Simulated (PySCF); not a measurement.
## NaIn⁺ at PBE0

Computed with PBE0; basis Na def2-SVPD, In def2-SVPD with ECP28; scalar-relativistic core potentials; PySCF 2.14.

For NaIn⁺, the state is ⁴Π (quartet), unpaired electrons σ ↑↑, π ↑, a second solution, started from another occupation. The bond length is 3.579 Å. The harmonic wavenumber is 98.4 cm⁻¹. The force constant is 0.109 mdyn/Å and the rotational constant Be is 0.06869 cm⁻¹. The anharmonicity ωexe is 0.443 cm⁻¹. The vibration–rotation constant αe is 0.000458 cm⁻¹. The energy of the minimum from ground-state Na⁺ + In is 3.69 eV and the bond order (Mayer) is 0.42. The dipole moment (positive dipole points towards In; it is taken about the centre of mass and depends on that origin) is -9.62 D.

Spin–orbit coupling is left out, which matters for elements this heavy, above all for dissociation energies. For an ion De counts to the pair picked by the measured ionisation energies or electron affinities, which need not be the lowest pair at this level. Counting both spins, an empty level lies below a filled one in this solution, because spin and occupation are held.
